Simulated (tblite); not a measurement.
Compound: C4H12N4Si.
Atom-mapped SMILES: `[N:1]#[C:2][SiH2:3][NH:4][CH:5]([CH2:6][NH2:7])[CH2:8][NH2:9]` (hydrogens: H10, H11 on Si3; H12 on N4; H13 on C5; H14, H15 on C6; H16, H17 on N7; H18, H19 on C8; H20, H21 on N9)

The geometry is computed with GFN2-xTB (gas phase).

(1) Give the optimised bond lengths and angles.

## Answers

(1) 
```csv
bond,length (Å)
N1≡C2,1.145
C2–Si3,1.871
Si3–N4,1.711
N4–C5,1.447
"C5–C6, C5–C8",1.536
"C6–N7, C8–N9",1.453
Si3–H10,1.470
Si3–H11,1.460
N4–H12,1.009
C5–H13,1.094
C6–H14,1.106
"C6–H15, C8–H19",1.100
N7–H16 and 3 like bonds,1.015
C8–H18,1.096
```

Bonds in one row agree within 0.01 Å and their mean is given. A selection of angles:
```csv
angle,degrees
N1–C2–Si3,179.4
C2–Si3–N4,103.5
Si3–N4–C5,124.5
N4–C5–C6,111.4
N4–C5–C8,108.8
C6–C5–C8,112.2
C5–C6–N7,110.4
C5–C8–N9,111.3
H12–N4–Si3,119.1
H12–N4–C5,111.6
H16–N7–C6,108.7
H17–N7–C6,110.2
```

Torsions: C2–Si3–N4–C5 52° (synclinal); Si3–N4–C5–C6 97° (anticlinal); N4–C5–C6–N7 -162° (antiperiplanar); N4–C5–C8–N9 171° (antiperiplanar). The mirror-image conformer, all signs reversed, is as good.

N7 (primary amine nitrogen) is pyramidal (angles 110.2°, 108.7° and 108.4°, sum 327.3°, 0.38 Å off the plane of its three neighbours). Si3 (SiH2 silicon) is distorted tetrahedral (angles from 103.5° to 118.3°). The 4 C–N bonds span 1.145 Å (N1≡C2, drawn triple) to 1.455 Å (C8–N9, drawn single), a spread of 0.310 Å. Of the pairs four or more bonds apart, those above aside, N7···N9 is among the closest relative to their van der Waals radii: 2.92 Å, 94 % of the sum of Bondi's values. H16 on N7 lies 2.13 Å from N9, 5 bonds away (angle at H 133°; Bondi radii sum to 2.75 Å). N4 (silicon-bound nitrogen) has angles 124.5°, 119.1° and 111.6°, sum 355.2°, 0.17 Å off the plane of its three neighbours.

Point group: C1 (no symmetry element, even within 0.4 Å). Its GFN2-xTB frequencies are all real (lowest 23 cm⁻¹). One conformer, not necessarily the lowest (C2–Si3–N4–C5 52°, Si3–N4–C5–C6 97°, N4–C5–C6–N7 -162°, C5–C6–N7–H -54° and -173°, N4–C5–C8–N9 171°).
